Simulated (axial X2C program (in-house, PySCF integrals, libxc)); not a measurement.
**Nuclear properties of MgSr**

Calculated with an in-house all-electron X2C program for linear molecules (integrals from PySCF): two-component X2C with atomic mean-field Coulomb and Gaunt terms, Gaussian nuclei, basis Sr dyall-cv3z, Mg dyall-cv3z with contracted cores.

R = 4.086 Å (near the PBE0 minimum at charge 0 of the determinant lowest at the starting distance; the state shown can have its own minimum elsewhere).

Determinant lowest in the PBE0 search, Ω = 0 (closed shell), highest spinor 70% Sr s, 14% Mg p, 10% Mg s:

```csv
level,qzz Sr (a.u.),qzz Mg (a.u.),μ (D)
PBE0,-0.20,-0.08,-0.19
HF,-0.14,-0.04,0.68
PBE50,-0.17,-0.07,-0.05
PBE,-0.22,-0.09,-0.34
LDA,-0.21,-0.09,-0.33
```

qzz is the electric field gradient, eQq0 = 234.96 MHz × Q/barn × qzz; μ is positive if the Mg end (last atom) is positive. The operators were transformed with the bare-nucleus X2C matrices; with these basis sets, hyperfine constants and field gradients can be off by tens of per cent, and where levels differ in sign neither size nor sign is settled.

**Question.** With Q(87Sr) = 0.305 barn (Q from Pyykkö, Mol. Phys. 2018), turn the PBE0 values of the first state into constants in MHz.

**Answer.** eQq0(87Sr) = 234.96 × (0.305) × (-0.20) = -14.3 MHz.

Each state is one determinant with collinear spin. The search compared states at one distance, so a state with another bond length can lie lower. Further determinants of the search, some of them spin-mixed, are not shown. Where a field gradient or hyperfine factor spreads by more than a factor of two over the levels, a constant derived from it is not to be relied on.
